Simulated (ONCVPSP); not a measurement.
What the settings do to the ONCV potential of As (Z = 33)

Base potential:

ONCVPSP 4.0.1 input, shortened (lines: element, Z, core and valence counts, functional; n l f; lmax; l rc ep ncon nbas qcut; lloc lpopt rc5 dvloc0; l nproj debl; icmod fcfact rcfact), LDA (Perdew-Wang 92), scalar-relativistic:

```
  As 33.00    3    5  -001012      upf
    1    0    2.00
    2    0    2.00
    2    1    6.00
    3    0    2.00
    3    1    6.00
    3    2   10.00
    4    0    2.00
    4    1    3.00
    2
    0    0.95    0.00    4    8   11.00
    1    1.25    0.00    3    6   10.10
    2    0.95    0.00    5    9   13.50
    4    5    0.75    6.00
    0    3    0.30
    1    2    3.50
    2    1    0.50
    3    2.50    1.20
```

In the s channel the program set the typed energies aside and used -6.964, -0.540, 0.250 Ha.

All-electron outer shells of the reference configuration (LDA (PZ), scalar-relativistic, ld1.x):

```
shell  level (eV)  outermost node (bohr)  outermost maximum (bohr)
   2s    -1484.34                   0.06                      0.17
   2p    -1302.98                      –                      0.14
   3s     -189.50                   0.25                      0.52
   3p     -133.41                   0.22                      0.52
   3d      -40.89                      –                      0.47
   4s      -14.70                   0.73                      1.61
   4p       -5.35                   0.78                      1.97
```

Cutoffs, loose and tight: the cutoffs (Ha) at which the residual kinetic energy of the hardest occupied pseudo-wave falls to 1 and 0.1 mHa per electron. They do not see the model core or the augmentation charge, which bear on the density cutoff. Test errors are all-electron minus pseudo excitation energies from the reference, over the configurations 3s2 3p6 3d10 4s2 4p2; 3s2 3p6 3d10 4s2 4p1; 3s2 3p6 3d10 4s2 4p0; 3s2 3p6 3d10 4s1 4p3. A dash means not determined; rows that change the core or the reference have their own tests.

```tsv
change	outcome	cutoff, loose	cutoff, tight	bound ghosts	GHOST(+) flags above zero	largest test error (meV)
base	generated, projector energies reset by the program	264 Ha	330 Ha	none	s	-6.7
core correction Teter function, fcfact 2.5, rcfact 1.1	generated, projector energies reset by the program	264 Ha	330 Ha	none	s	-6.7
all radii but the core radius scaled by about 1.31 (s 1.24, p 1.64, d 1.24 bohr); local potential polynomial inside 0.98 bohr (lpopt 5, dvloc0 6 Ha)	generated, projector energies reset by the program	77 Ha	85 Ha	none	none	-10
reference 3s2 3p6 3d10 4s2 4p2	generated, projector energies reset by the program	264 Ha	330 Ha	none	s	-5.9
local potential polynomial inside 0.90 bohr (lpopt 5, dvloc0 0 Ha)	generated, projector energies reset by the program	264 Ha	330 Ha	none	s	-6.6
functional PBE	generated, projector energies reset by the program	262 Ha	330 Ha	none	s	-6.8
core correction Teter function, fcfact 3.4, rcfact 1.2	generated, projector energies reset by the program	264 Ha	330 Ha	none	s	-6.7
```

Problem. What comes out with this change to the base: s: qcut 15.3; p: qcut 14; d: qcut 18.7?

Solution. outcome: generated, projector energies reset by the program; cutoff, loose: 137 Ha; cutoff, tight: 152 Ha; bound ghosts: none; GHOST(+) flags above zero: none; largest test error (meV): -6.1.
